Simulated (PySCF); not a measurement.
# Radial density of Tl(2+) (thallium, charge +2)

CAM-B3LYP, [Xe] 4f14 5d9 6s1 7s1, high-spin 4D determinant (an excited configuration). All numbers are calculated (PySCF 2.14, a scalar-relativistic core potential, in aug-cc-pwCVTZ-PP with ECP60MDF). This is the valence pseudo-density: the core potential removes the inner electrons and smooths the orbitals near the nucleus.

```
r (bohr)  4πr²ρ (e/bohr)  4πr²(ρα − ρβ)
  0.0321       1.877e-05         0.0000
  0.0540       3.222e-05         0.0000
  0.0909       0.0001030         0.0000
   0.153       0.0009405         0.0001
   0.257         0.02107         0.0013
   0.433           1.010         0.0579
   0.728           14.22         0.6285
    1.22           14.44         1.0576
    2.06           2.798         0.9125
    3.46          0.3065         0.2633
    5.82          0.2001         0.2000
    9.80        0.003983         0.0040
```

Energies and moments cover only the electrons outside the core potential. Spin-orbit coupling, absent here, splits the open shell strongly. The outer electron is Rydberg-like, and this basis confines it to a smaller radius and binds it less than a complete one would.
